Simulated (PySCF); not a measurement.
Species: C7H10ClF3.
SMILES with atom numbers: `[F:1][C:2]([F:3])([F:4])[C@H:5]1[CH2:6][CH2:7][C@@H:8]([Cl:9])[CH2:10][CH2:11]1` (hydrogens: H12 on C5; H13, H14 on C6; H15, H16 on C7; H17 on C8; H18, H19 on C10; H20, H21 on C11)

The closed-shell ground state was solved at several levels (PySCF, density fitting, gas phase, non-relativistic). One conformer (not necessarily the lowest) at the PBE0-D3(BJ)/def2-SVP geometry, without solvent, vibrations or thermal averaging.

```json
{"level": "PBE0/pcSseg-1", "basis functions": "244", "total energy (Eh)": "-1031.7059", "HOMO (eV)": "-8.47", "LUMO (eV)": "0.69", "gap (eV)": "9.16", "dipole (D)": "3.18"}
{"level": "B3LYP/def2-SVPD", "basis functions": "316", "total energy (Eh)": "-1032.0175", "HOMO (eV)": "-8.25", "LUMO (eV)": "-0.01", "gap (eV)": "8.24", "dipole (D)": "3.25"}
```

Problem. What might B3LYP/pcSseg-2 (543 basis functions) give for the same quantities?

Solution. Total energy -1032.8057 Eh, HOMO -8.21 eV, LUMO -0.06 eV, gap 8.15 eV, dipole 3.22 D.

Problem. Over all these levels, which gives the widest orbital gap and which the narrowest?

Solution. PBE0/pcSseg-1 (global hybrid, 25 % exact exchange) has the widest, 9.16 eV, and B3LYP/pcSseg-2 (global hybrid, 20 % exact exchange) the narrowest, 8.15 eV. Functional and basis both differ between the two, so the spread mixes both effects.

Problem. How far do the dipole and the HOMO energy spread over the levels?

Solution. The dipole runs from 3.18 to 3.25 D (mean 3.22 D) and the HOMO from -8.47 to -8.21 eV.
